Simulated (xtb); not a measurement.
The molecule AlCu, closed-shell singlet (the spin of the measured ground state). No spin–orbit coupling. Cu is treated without relativity.

Constants: fifth-degree fit in 1/R to seven points, most abundant isotopes. In def2 and cc sets the state is the lowest found near the PBE0 minimum, followed along R. The singlet is held restricted.

Run with xtb for the GFN methods. 

Energies at GFN2-xTB:

```tsv
R (Å)	E (hartree)
2.241155	-4.82687699
2.301401	-4.82910807
2.356827	-4.83004078
2.419483	-4.83011618
2.482139	-4.82940084
2.554435	-4.82784142
2.638779	-4.82530219
```

With a reduced mass of 18.8846 u, find the minimum, the force constant and the constants.

A fifth-degree polynomial in 1/R puts the minimum at r_e = 2.3927 Å with force constant 98.4 N/m. Then ω_e = (1/2πc)√(k/μ) = 297 cm⁻¹ and B_e = h/(8π²cμr_e²) = 0.1559 cm⁻¹; the cubic and quartic terms give α_e = 0.0013 and ω_e x_e = 1.3 cm⁻¹.
